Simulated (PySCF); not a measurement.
**TcO₃: how level, basis and relativity move the structure**

Each row is its own optimisation.

Each entry is the lowest minimum that a search over a few typed start shapes (and spin states, where more than one is plausible) found, or that minimum re-optimised at the stated level; isomers with ligand–ligand bonds, or fragments after loss of a ligand pair, can lie lower. Open shells are unrestricted; no spin–orbit coupling; PySCF with density fitting.

| level | 2S+1 | point group | mean bond to Tc (Å) | polar-tensor charge of Tc | distinct angles (°) | dipole (D) | lowest ω (cm⁻¹) |
| --- | --- | --- | --- | --- | --- | --- | --- |
| B3LYP/def2-SVP (scalar-relativistic core potentials) | 2 | C3v | 1.682 | 1.74 | 116 | 1.85 | 178 |
| B3LYP/def2-TZVP (scalar-relativistic core potentials) | 2 | C3v | 1.684 | 1.80 | 116 | 1.86 | 186 |
| PBE0/def2-TZVP (scalar-relativistic core potentials) | 2 | C3v | 1.670 | 1.87 | 116 | 1.88 | 195 |

Across these levels the mean bond spreads over 0.014 Å and the highest wavenumber over 34 cm⁻¹; all give the same point group.

Levels that gave another bonding pattern or an unsound solution are left out.
